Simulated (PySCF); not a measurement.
**The third ionisation energy along group 6**

Calculated with PySCF 2.14 from differences of total energies of unrestricted determinants, without spin-orbit coupling. Values in eV. The last column holds reference values (NIST; (s) semi-empirical, (t) theoretical, else measured). Unmarked ones compare directly (S terms, centres of terms, or small fine structure); those marked * lie between the lowest fine-structure levels and include a spin-orbit shift.

| element | configurations | UHF | MP2 (valence) | SCS-MP2 (valence) | LDA | PBE0 | r2SCAN | reference |
| --- | --- | --- | --- | --- | --- | --- | --- | --- |
| Cr (aug-cc-pwCVTZ, non-relativistic) | [Ar] 3d4 → [Ar] 3d3 | 29.872 | 30.566 | 30.104 | 32.120 | 31.491 | 31.241 | 30.959 ± 0.025 * |
| Mo (aug-cc-pwCVTZ-PP with ECP28MDF, ECP) | [Kr] 4d4 → [Kr] 4d3 | 26.054 | 26.624 | 26.244 | 27.540 | 27.238 | 27.100 | 27.13 ± 0.12 (s) * |
| W (aug-cc-pwCVTZ-PP with ECP60MDF, ECP) | [Xe] 4f14 5d4 → [Xe] 4f14 5d3 | 24.749 | 25.256 | 24.918 | 26.299 | 25.946 | 25.840 | 26 ± 0.4 (s) * |

"Valence" correlates the outer s and p shells and, in groups 3 to 12 and the f block, the outer d or f shell, open or full, or the next shell where the ion has no valence electron left; the wider scheme adds the next inner shell.
